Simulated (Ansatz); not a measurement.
`[CH3][Ge][NH2]`, relaxed with RKS PBE0-D4/def2-TZVP in Ansatz from a PBE-D4/def2-SVP geometry. The force threshold is 0.005 eV/Å; the program also tests the step.

The species carries charge 0 and has multiplicity 1.

Start:

```xyz
8

C     0.542    1.119   -0.187
Ge   -1.321    0.353    0.048
N    -0.752   -1.384    0.246
H     1.214    0.804    0.639
H     0.524    2.226   -0.226
H     0.976    0.746   -1.140
H    -1.405   -2.160    0.387
H     0.222   -1.705    0.233
```

| step | energy (eV) | largest force (eV/Å) | largest move (Å) |
| --- | --- | --- | --- |
| 1 | -59117.7642 | 0.587 | 0.000 |
| 2 | -59117.7968 | 0.144 | 0.020 |
| 3 | -59117.7990 | 0.039 | 0.037 |
| 4 | -59117.7995 | 0.060 | 0.042 |
| 5 | -59117.7998 | 0.027 | 0.019 |
| 6 | -59117.7999 | 0.006 | 0.002 |
| 7 | -59117.7999 | 0.002 | 0.001 |

End:

```xyz
8

C     0.538    1.110   -0.188
Ge   -1.297    0.345    0.043
N    -0.743   -1.375    0.247
H     1.196    0.794    0.627
H     0.517    2.200   -0.219
H     0.967    0.749   -1.129
H    -1.393   -2.133    0.386
H     0.216   -1.689    0.233
```

Run time 25 s (2 threads of an AMD EPYC 7R13 on a shared host); peak host memory 0.32 GiB.
